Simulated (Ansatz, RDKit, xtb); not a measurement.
Pair of molecules: SiH4 (SMILES [SiH4]) (first 5 atoms) with CH3NO (SMILES NC=O); geometry from B3LYP-D3(BJ)/def2-TZVP.
(charge 0, multiplicity 1):
| atom | x (Å) | y (Å) | z (Å) |
|---|---|---|---|
| Si | -0.0140 | -0.0004 | 0.1624 |
| H | 0.6147 | 1.0408 | 1.0129 |
| H | 0.2391 | 0.3896 | -1.2487 |
| H | -1.4700 | -0.0371 | 0.3943 |
| H | 0.6207 | -1.3088 | 0.4132 |
| N | 0.8352 | 0.5581 | 4.0270 |
| C | -0.0448 | -0.4688 | 4.0483 |
| O | -0.5991 | -0.9288 | 3.0732 |
| H | 1.0584 | 0.9992 | 3.1485 |
| H | 1.2561 | 0.9000 | 4.8724 |
| H | -0.2158 | -0.8631 | 5.0659 |

Monomers are frozen at their geometry in the pair; levels with a basis set take the counterpoise correction.

Programs: Ansatz (Gaussian basis) for Hartree–Fock, density functionals and correlated methods; RDKit for the force fields; xtb for the GFN methods. Each number belongs to the level named beside it.

Question: One of these levels gives -18.8 kJ/mol for the interaction energy. Which?
A. B97M-V/def2-TZVPPD
B. GFN1-xTB
C. SVWN5/def2-TZVPPD
D. MMFF94

Answer: C, SVWN5/def2-TZVPPD. The others give 2.4 (MMFF94), -39.8 (GFN1-xTB), -13.1 (B97M-V/def2-TZVPPD)

Ansatz is a quantum-chemistry and plane-wave program.
